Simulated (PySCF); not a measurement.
Identify the unknown among the candidates.

All candidates are C4H3FO2.

* Rotational structure: rotational constants A, B, C: 7.294, 2.044, 1.612 GHz [GFN2-xTB]
* 1H NMR: chemical shifts (computed TMS as zero) by class: 6.79 (1 H), 3.38 (2 H) ppm [GIAO PBE0/pcSseg-1]
* 13C NMR: chemical shifts (computed TMS as zero) by class: 172.8 (1 C), 158.0 (1 C), 132.1 (1 C), 35.3 (1 C) ppm [GIAO PBE0/pcSseg-1]
* UV, strongest line: among the 8 lowest singlet transitions: S5 at 7.36 eV (168 nm, f = 0.111) [TDDFT CAM-B3LYP/def2-SVPD]
* Triplet: lowest triplet excitation (Tamm–Dancoff): 3.94 eV [TDA CAM-B3LYP/def2-SVPD]
* Polarisability: 50.2 au [CAM-B3LYP/def2-SVPD]
* Couplings: largest of the computed one-bond spin–spin couplings (means over like bonds): 19F–13C -347.7, 13C–1H +212.0, 13C–1H +145.0 (×2), 13C–13C +101.3, 13C–13C +55.8, 13C–13C +53.1, 17O–13C +31.6, 17O–13C +26.2 Hz [B3LYP/pcJ-1, spin–dipole term left out for some pairs]
* Dipole: 2.57 D [CAM-B3LYP/def2-SVPD]

The electronic properties come from PySCF, for the isolated species, density fitting. Levels stand in brackets. Isolated species at its GFN2-xTB geometry, gas phase. NMR classes are plain means over equivalent atoms (diastereotopic ones count apart unless rotation or inversion swaps them), as if these changed places fast.

Question: Which candidate is it?
A. `O=C1CC(F)=CO1`
B. `C#CC(=O)OCF`
C. `O=CC1=C[C@H](F)O1`

Answer: A. It is `O=C1CC(F)=CO1`. Numbering: `[O:1]=[C:2]1[CH2:3][C:4]([F:5])=[CH:6][O:7]1`. Its formula, C4H3FO2, gives 3 degrees of unsaturation: 1 ring and 2 π bonds in the structure found. 4 carbons fall into 4 classes; from least to most shielded: ester carbonyl carbon [C2] (172.8 ppm), vinylic C–F carbon [C4] (158.0 ppm), vinylic carbon bearing oxygen [C6] (132.1 ppm), sp3 carbon next to a carbonyl [C3] (35.3 ppm). Hydrogen classes from least to most shielded: 1 H on a vinylic carbon bearing oxygen, C6 (6.79 ppm), 2 H on an sp3 carbon next to a carbonyl, C3 (3.38 ppm). The couplings run between: -347.7 Hz, vinyl fluorine [F5] and vinylic C–F carbon [C4]; +212.0 Hz, vinylic carbon bearing oxygen [C6] and its hydrogen; +145.0 Hz, sp3 carbon next to a carbonyl [C3] and its hydrogen (with 1 like pair); +101.3 Hz, vinylic C–F carbon [C4] and vinylic carbon bearing oxygen [C6]; +55.8 Hz, ester carbonyl carbon [C2] and sp3 carbon next to a carbonyl [C3]; +53.1 Hz, sp3 carbon next to a carbonyl [C3] and vinylic C–F carbon [C4]; +31.6 Hz, ester single-bonded oxygen [O7] and ester carbonyl carbon [C2]; +26.2 Hz, ester carbonyl oxygen [O1] and ester carbonyl carbon [C2]. The optimised geometry has point group Cs and is an asymmetric top.

The others, at the same levels:
- `C#CC(=O)OCF` fails: its computed lowest triplet excitation (Tamm–Dancoff) is 4.59 eV (against 3.94 eV), static isotropic polarisability is 54.8 au (against 50.2 au) and rotational constant A is 6.825 GHz (against 7.294 GHz).
- `O=CC1=C[C@H](F)O1` fails: its computed 13C shifts are 188.4 (1 C), 169.6 (1 C), 126.3 (1 C), 111.5 (1 C) ppm, 1H shifts are 9.74 (1 H), 6.45 (1 H), 6.44 (1 H) ppm and lowest triplet excitation (Tamm–Dancoff) is 2.53 eV (against 3.94 eV).

Each candidate is one conformer, not necessarily the lowest. The conformers computed, where there is a choice (atom-mapped SMILES and torsion angles):
- `[CH:1]#[C:2][C:3](=[O:4])[O:5][CH2:6][F:7]`: C2–C3–O5–C6 180°, C3–O5–C6–F7 176°
- `[O:1]=[CH:2][C:3]1=[CH:4][C@H:5]([F:6])[O:7]1`: O1–C2–C3–C4 0°

One-bond C–F couplings are unscaled; at this level they come out some 30 % too large in size.
